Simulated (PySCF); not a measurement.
# NMR data sheet: C$_{8}$H$_{14}$O$_{2}$

| Item | Value |
| --- | --- |
| Formula | C8H14O2 |
| SMILES | CC(=O)OC1CCCCC1 |
| InChI | InChI=1S/C8H14O2/c1-7(9)10-8-5-3-2-4-6-8/h8H,2-6H2,1H3 |
| Point group of the computed structure | C1 |
| Degrees of unsaturation | 2 |
| Carbon signals | 6 |
| Proton signals | 8 |

Atoms are numbered as in `[CH3:1][C:2](=[O:3])[O:4][CH:5]1[CH2:6][CH2:7][CH2:8][CH2:9][CH2:10]1` (H(Xn): hydrogen on atom n). Ha(C6), Ha(C7), Ha(C8), Ha(C9), Ha(C10) are cis to O4 on the ring; Hb(C6), Hb(C7), Hb(C8), Hb(C9), Hb(C10) are trans to O4 on the ring.

Computed data (PySCF 2.14): structure optimised with PBE0-D3(BJ)/def2-SVP, GIAO PBE0/pcSseg-1 shieldings. Non-relativistic Hamiltonian, no solvent model, averaged over atoms made equivalent by symmetry, fast rotation or ring inversion, one conformer.

Shifts are taken against calculated references (same method and geometry level): ¹H, ¹³C against TMS; ¹⁷O vs H2O.

```tsv
carbon	δC, type	δH (multiplicity)	HMBC from (2–3 bonds)	span of the C tensor (ppm)
C1	22.4, CH3	1.96 (s)	–	54
C2	173.5, C	–	H(C5), H(C1)	163
C5	72.0, CH	4.28 (m)	Hb(C6)/Hb(C10), Ha(C7)/Ha(C9), Hb(C7)/Hb(C9), Ha(C6)/Ha(C10)	70
C6/C10	33.3, CH2	Ha(C6) 1.05 (m); Hb(C6) 1.88 (m)	H(C5), Hb(C6)/Hb(C10), Ha(C7)/Ha(C9), Hb(C8), Hb(C7)/Hb(C9), Ha(C6)/Ha(C10), Ha(C8)	19
C7/C9	26.7, CH2	Hb(C7) 1.22 (m); Ha(C7) 1.62 (m)	H(C5), Hb(C6)/Hb(C10), Ha(C7)/Ha(C9), Hb(C8), Hb(C7)/Hb(C9), Ha(C6)/Ha(C10), Ha(C8)	13
C8	27.6, CH2	Hb(C8) 1.48 (m); Ha(C8) 1.00 (m)	Hb(C6)/Hb(C10), Ha(C7)/Ha(C9), Hb(C7)/Hb(C9), Ha(C6)/Ha(C10)	8
```

Other nuclei:
```json
{"atoms": "O3", "nucleus": "¹⁷O", "environment": "ester carbonyl oxygen", "δ (ppm)": "447.9", "σ (ppm)": "-113.3"}
{"atoms": "O4", "nucleus": "¹⁷O", "environment": "ester alkoxy oxygen", "δ (ppm)": "239.9", "σ (ppm)": "94.7"}
```

Carbon types of the structure: 1 × C, 1 × CH, 5 × CH2, 1 × CH3, which accounts for all hydrogens. δC 173.5: ester carbonyl carbon; it is a carbonyl in resonance with an O or N lone pair, the region of acids, esters and amides. δC 72.0: sp3 CH bonded to O; deshielded by the electronegative neighbour. δC 22.4: methyl carbon α to a carbonyl; α to the electron-withdrawing carbonyl group. δH 4.28: hydrogen on an sp3 CH bonded to O; its carbon carries O, hence the downfield position. δH 1.96: hydrogen on a methyl carbon α to a carbonyl; α to C=O.

Shifts are as computed. Against solution values, carbons near 30 ppm lie about +2 ppm off and those near 130 ppm about +5 ppm. Of 1211 compounds with measured shifts, 218 miss one by over three times the rms of a fit or turn the order of signals round; such compounds aren't used in these exercises. Unscaled 17O shifts of doubly bonded oxygen tend to come out too high, by tens of ppm or more. Experimental scales use liquid or dissolved standards, which lie at an offset from isolated H2O (liquid H2O: subtract about 36 ppm). No couplings were computed; multiplicities are counted from neighbouring protons, with m where these are inequivalent, close in shift, in a saturated or five-membered ring or joined by F or P, and br s for small geminal =CH2 splittings.
